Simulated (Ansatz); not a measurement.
## Worked example: C4H8Sn + C2H2F4O → C3H5FSn + C3H5F3O

Species: C4H8Sn `C#[C][SnH]([CH3])[CH3]`, singlet; C2H2F4O (1,1′-oxybis[1,1-difluoromethane]) `FC(F)OC(F)F`, singlet; C3H5FSn `C#[C][SnH]([CH3])[F]`, singlet; C3H5F3O `CC(F)OC(F)F`, singlet. The partners trade CH3 for F: Sn–CH3 and C–F bonds give way to Sn–F and C–CH3.

Shapes, held fixed at every level: PBE0-D4/def2-TZVP. Flexible molecules stand in one conformer, not always the lowest. Programs: Ansatz 0.2.0. Electronic energies: no zero-point or thermal term.

At CCSD(T)/def2-TZVPP; 1 Eh = 2625.50 kJ/mol:

```
species  energy (Eh)
 C4H8Sn  -370.541032
C2H2F4O  -551.374455
C3H5FSn  -430.475159
C3H5F3O  -491.476628
```

Question: Work out ΔE of the reaction at this level.

Answer: 
1. Products less reactants: (-430.475159) + (-491.476628) − [(-370.541032) + (-551.374455)] = -0.036300 Eh = -95.3 kJ/mol.

Other levels give -105.4 (B3LYP-D4/def2-TZVPP) to -96.6 kJ/mol (MP2/def2-TZVPP). No measured value is set beside it here. For atoms past krypton def2 sets carry core potentials with scalar relativity. Correlated rows may include outer-core shells of Sn, which these sets cover unevenly.
